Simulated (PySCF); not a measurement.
A structure optimised at r2SCAN-D4/def2-SVP, used in a PySCF frequency run:

```xyz
7

O     -0.1089     1.4640    -1.2309
Ge     0.0000     0.0000    -0.2659
O      0.1089    -1.4640    -1.2309
Cl    -1.7691    -0.0016     0.9272
Cl     1.7691     0.0016     0.9272
H      0.7340     1.6716    -1.6608
H     -0.7340    -1.6716    -1.6608
```

Task: Write its SMILES, formula and point group.

Result: [OH][Ge]([OH])([Cl])[Cl], Cl2GeH2O2, C2

Task: What are its rotational constants (standard atomic weights)?

Result: 2.6020, 1.6984, 1.4715 GHz
